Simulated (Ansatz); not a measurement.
`O=C=N[SiH2]Cl` + `C[Si](O)(O)F` → `O[Si](O)(F)C[SiH2]Cl` + `N=C=O`  (formal exchange of groups at the Si–N bond)

Gas-phase electronic energies from Ansatz, PBE0-D4/def2-TZVP geometries. CBS: MP2 limit from def2 TZ/QZ plus the TZ coupled-cluster correction, frozen cores. This one scheme is used for every species. Functionals use def2-TZVPP. B3LYP here is the variant with VWN-RPA as its local correlation; programs differ in this. One conformer a species, not always the lowest.

`O=C=N[SiH2]Cl`:

```xyz
7

O    -2.741    1.185    0.077
C    -1.628    0.875   -0.045
N    -0.473    0.599   -0.195
Si    0.939   -0.335   -0.062
Cl    0.548   -2.079    0.933
H     1.415   -0.670   -1.418
H     1.940    0.425    0.710
```

`C[Si](O)(O)F`:

Cartesian coordinates in Å:
```
C -0.011 1.183 -0.737
Si -0.018 -0.275 0.384
O -1.547 -0.808 0.523
O 0.912 -1.527 -0.110
F 0.553 0.181 1.809
H -0.686 1.956 -0.364
H -0.339 0.896 -1.738
H 0.990 1.613 -0.813
H -1.684 -1.683 0.889
H 1.831 -1.537 0.158
```

`O[Si](O)(F)C[SiH2]Cl`:

Z-matrix (Å, degrees):
```
Si
O 1 1.627
F 1 1.598 2 108.8
O 1 1.623 2 108.1 3 -119.4
C 1 1.848 2 114.1 3 119.1
H 2 0.961 1 117.1 3 -61.8
H 4 0.959 1 118.2 2 38.1
Si 5 1.857 1 115.8 2 -70.7
H 5 1.094 1 108.5 2 52.7
H 5 1.097 1 108.4 2 168.9
Cl 8 2.076 5 109.6 1 48.1
H 8 1.479 5 111.7 1 -70.1
H 8 1.482 5 112.0 1 165.6
```

`N=C=O`:

```xyz
4

N     0.691    0.075   -0.321
C    -0.259   -0.054    0.414
O    -1.078   -0.182    1.226
H     0.646    0.161   -1.320
```

Question: Is it downhill or uphill in electronic energy at CCSD(T)/CBS, and by how much? (An estimate is asked.)

Answer: Computed: Uphill: ΔE = +18.6 kcal/mol.

Question: What do these levels give: PBE-D4, B3LYP, HF/def2-TZVPP, SCS-MP2/def2-TZVPP, HF/def2-QZVPP, SCS-MP2/def2-QZVPP? (An estimate is asked.)

Answer: The calculation gave: PBE-D4 16.1, B3LYP 21.5, HF/def2-TZVPP 25.2, SCS-MP2/def2-TZVPP 20.4, HF/def2-QZVPP 25.4, SCS-MP2/def2-QZVPP 20.5 kcal/mol.

Largest T1 diagnostic among the species: 0.018.

The D4 term adds −2.6 kcal/mol with B3LYP and −1.5 kcal/mol with PBE0; it sums over pairs of atoms, weighted by their polarisabilities, and B3LYP, whose exchange is more repulsive, gets the larger term. From PBE to PBE0 (25 % exact exchange), in def2-TZVPP and without D4, ΔE moves by +1.0 kcal/mol. In def2-TZVPP, CCSD(T) changes the Hartree–Fock value by −6.6 kcal/mol (the triples alone add −1.0 kcal/mol) and MP2 by −5.8 kcal/mol.
